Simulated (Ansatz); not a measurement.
System: C3H5O3 (charge 0, doublet). It need not be the lowest isomer of its formula. 
Coordinates optimised at B3LYP-D3(BJ)/def2-TZVP (Ansatz, a quantum-chemistry and plane-wave program):
SMILES: O(C(=O)O[CH2])C
```xyz
11

C      2.3673    -0.0151     0.0741
O      1.1501    -0.5067     0.4539
C      0.0464     0.0785    -0.0667
O      0.0374     0.9848    -0.8537
O     -1.0112    -0.5382     0.4551
C     -2.2832    -0.0426     0.0064
H      3.1959    -0.5857     0.4527
H      2.4043     0.7361    -0.6960
H     -3.0242    -0.6455     0.5224
H     -2.3762    -0.1589    -1.0724
H     -2.3936     1.0090     0.2673
```
Charge 0, spin multiplicity 2.

Parts of the frozen-core correlation energy in STO-3G (Ansatz, hartree). Frozen orbitals: 6; correlated occupied orbitals by spin: 18 and 17; virtual: 11 and 12. Open shells are spin-unrestricted. No spin-orbit coupling. Non-relativistic.

| term | value |
|---|---|
| reference (HF) | -336.59585 |
| MP2 opposite-spin | ___ |
| MP2 same-spin | -0.05150 |
| CCSD correlation | ___ |
| (T) | ___ |
| T1 diagnostic | 0.016 |
| largest doubles amplitude | 0.074 |
| <S^2> of the reference | 0.777 |

Question: Fill in the missing entries.

Answer: 
- MP2 opposite-spin, value: -0.22240
- CCSD correlation, value: -0.33119
- (T), value: -0.01094
